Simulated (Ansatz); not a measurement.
A nudged elastic band was laid between two geometries of BCl2HO + BrH (7 atoms, charge 0, multiplicity 1).

Method: RKS BHLYP/def2-SVP in Ansatz.

```yaml
movable_images: 7
climbing_image: yes
spring: 5.0 eV/Å²
optimiser: quadratic models (default)
start_path: through a guess of the saddle point
force_threshold: 0.05 eV/Å
iteration_limit: 60
end_points: relaxed
```

First end point:

```xyz
7
Properties=species:S:1:pos:R:3
B -0.205 -0.507 -0.163
O -0.406 0.312 0.876
H -1.214 0.150 1.362
Cl 1.240 -0.303 -1.120
Cl -1.370 -1.766 -0.552
Br 1.124 3.109 2.400
H 0.671 1.979 1.668
```

Last end point:

```xyz
7
Properties=species:S:1:pos:R:3
B 0.119 0.485 0.031
O 0.028 0.003 1.593
H -0.850 -0.361 1.758
Cl 1.550 -0.338 -0.665
Cl -1.486 -0.049 -0.634
Br 0.309 2.469 0.217
H 0.171 0.764 2.170
```

Q: What changes between the two ends?

A: Bonds broken: Br6–H7. Bonds formed: B1–Br6, O2–H7. BCl2HO + BrH becomes BBrCl2H2O.

Q: What energy profile does the band end with?

A: It converged. The highest image is number 7 of 0 to 8, 1.35 eV above the first end and 0.75 eV above the last; the last end lies 0.60 eV above the first. A vibrational analysis at the climbing image gives one clearly imaginary mode, 1091i cm⁻¹: a first-order saddle point. The orbitals stay closed-shell, which can raise the energy where a bond breaks towards radicals; this wasn't checked here.

```csv
image,path coordinate (Å),energy (eV),Br6–H7 (Å),B1–Br6 (Å),O2–H7 (Å)
0,0.00,0.00,1.42,4.63,2.14
1,0.55,0.00,1.42,4.55,2.14
2,1.10,0.01,1.42,4.38,2.15
3,1.65,0.02,1.42,4.15,2.20
4,2.20,0.04,1.42,3.87,2.25
5,2.75,0.10,1.42,3.49,2.14
6,3.30,0.44,1.45,2.98,1.72
7,3.85,1.35,1.74,2.54,1.17
8,4.74,0.60,2.60,2.00,0.97
```

Q: What is the geometry of the highest image?

A: 
```xyz
7
Properties=species:S:1:pos:R:3
B 0.073 0.085 0.092
O 0.018 -0.019 1.554
H -0.866 -0.240 1.865
Cl 1.582 -0.386 -0.644
Cl -1.466 -0.145 -0.727
Br 0.312 2.548 0.664
H 0.188 1.131 1.666
```

Q: What are the harmonic wavenumbers there?

A: 1091i, 117, 133, 266, 319, 389, 433, 497, 649, 885, 1071, 1156, 1269, 1607, 3904 cm⁻¹.

The band took 21 iterations and roughly 14 core-minutes.

Time of the run: 7.4 min on 2 threads of Arm Neoverse V1, on a shared host, peak memory 0.27 GiB.
